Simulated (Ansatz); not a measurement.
Calculated with Ansatz (gas phase, PBE0-D4/def2-TZVP geometries, no zero-point term in ΔE). CCSD(T)/CBS adds triple-zeta CCSD(T) − MP2 to the extrapolated MP2 energy (def2 sets, frozen cores). This one scheme is used for every species. def2 core potentials past Kr. For Mo outer-core shells are correlated without core-valence functions, which leaves a few kJ/mol of doubt a bond. One conformer a species, not always the lowest.

Consider the ligand exchange at a Mo–Cl bond: `[NH]=[Mo](=[NH])([OH])[Cl]` + H–F → `[NH]=[Mo](=[NH])([OH])[F]` + HCl.

```csv
level,ΔE (eV)
CCSD/def2-TZVPP,0.16
HF/CBS(def2),0.07
```

Question: What does CCSD(T)/CBS give? (Estimate.)

Answer: The calculation gave: +0.24 eV. The listed levels differ from it by -0.08, -0.17 eV.

Question: What do rigid-rotor, harmonic-oscillator terms from PBE0-D4/def2-TZVP frequencies (298.15 K, 1 bar) make of the CCSD(T)/CBS value? (Best estimate.)

Answer: Computed: ΔZPE = -0.05 eV, ΔH = +0.19 eV, ΔS = 1 J/(mol·K), ΔG = +0.18 eV.

Largest T1 diagnostic among the species: 0.022, so the coupled-cluster value is less sure than usual.

At CCSD(T), def2-SVP lies −0.16 eV from the extrapolated value and def2-TZVPP −0.05 eV. From r2SCAN to r2SCAN0 (25 % exact exchange), in def2-TZVPP and without D4, ΔE moves by +0.07 eV.
